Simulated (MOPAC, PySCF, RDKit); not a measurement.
Isomers of CH9NSi2. All species are isolated molecules in the gas phase. One relaxed conformer stands for each flexible species; it need not be the lowest. Strings in code marks are SMILES.

Quantity: electronic energy of isomers of CH9NSi2 relative to `C[SiH2]N[SiH3]` (C–Si–N–Si torsion 75°), in kcal/mol. Semi-empirical values (MOPAC) are differences of heats of formation. Force-field values (RDKit) are differences of steric energies, which aren't made for comparing isomers with other bonds.

Level 1: PBE-D3(BJ)/def2-TZVP // PBE0-D4/def2-TZVP (PySCF)
Level 2: PBE0-D4/def2-TZVP (PySCF)
Level 3: MMFF94, relaxed from the DFT geometry (RDKit)
Level 4: PM3 // PBE0-D4/def2-TZVP (MOPAC)

```json
[
 {"species": "`CN([SiH3])[SiH3]`", "level 1": "19.8", "level 2": "20.2", "level 3": "5.17", "level 4": "11.5"},
 {"species": "`C[Si@@H](N)[SiH3]`", "level 1": "9.78", "level 2": "11.5", "level 3": "102.4", "level 4": "13.9"},
 {"species": "`C[SiH2][SiH2]N`", "level 1": "11.1", "level 2": "12.8", "level 3": "88.5", "level 4": "15.2"},
 {"species": "`[SiH3]CN[SiH3]` (Si–C–N–Si torsion 155°)", "level 1": "34.0", "level 2": "35.4", "level 3": "83.8", "level 4": "31.3"},
 {"species": "`NC[SiH2][SiH3]`", "level 1": "40.0", "level 2": "42.6", "level 3": "119.8", "level 4": "39.4"}
]
```
